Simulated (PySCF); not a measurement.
# Bond lengths and vibrations by method: BGeHO

These are calculations, not measurements. The program is PySCF 2.14.0, an open-source quantum chemistry code, run on an isolated molecule that a program drew, which may never have been made. The molecule is BGeHO (charge 0, singlet), drawn as the SMILES string `O=[B][GeH]`.

The geometry was optimised and harmonic frequencies were computed with HF and MP2, all in the cc-pVDZ basis, for the commonest isotopes, with a restricted reference for singlets and an unrestricted one otherwise, and a frozen core in MP2. Germanium has the cc-pVDZ-PP basis, with a core potential (ECP10MDF) in place of its 10 inner electrons, and its 3s, 3p and 3d shells are frozen in MP2. Each result is a local minimum of its method.

Geometry at the HF minimum:
```xyz
4
BGeHO, angstrom
O     0.0676    0.3446   -0.4484
B    -0.0807   -0.7963   -0.7470
Ge   -0.4622   -2.8285   -1.2886
H     1.0774   -3.1680   -1.2439
```

Lengths of the bonds as drawn, in Å (atoms numbered as above):
| bond | HF | MP2 |
|---|---|---|
| O1-B2 | 1.189 | 1.224 |
| B2-Ge3 | 2.137 | 2.126 |
| Ge3-H4 | 1.577 | 1.587 |

Rotational constants, in GHz:
| constant | HF | MP2 |
|---|---|---|
| A | 204 | 200.7 |
| B | 2.982 | 2.955 |
| C | 2.939 | 2.912 |

Harmonic frequencies in cm^-1, each column in rising order, so a row needn't be the same motion in every method:
```
rank    HF   MP2
   1   284   250
   2   291   263
   3   383     ?
   4   755   699
   5  2043  1878
   6  2108  1994
```

**Estimate the missing MP2 frequency from the HF column.**

A single factor s that minimises the squared misfit of MP2 against s times HF over the other rows is sum(HF x MP2) / sum(HF^2) = 0.9318, with an rms misfit of 19 cm^-1. For rank 3 it gives 0.9318 x 383 = 357 cm^-1. The calculation gives 381 cm^-1, 24 cm^-1 above the estimate. The drawn bonds are on average 1.0 % longer in MP2 than in HF.
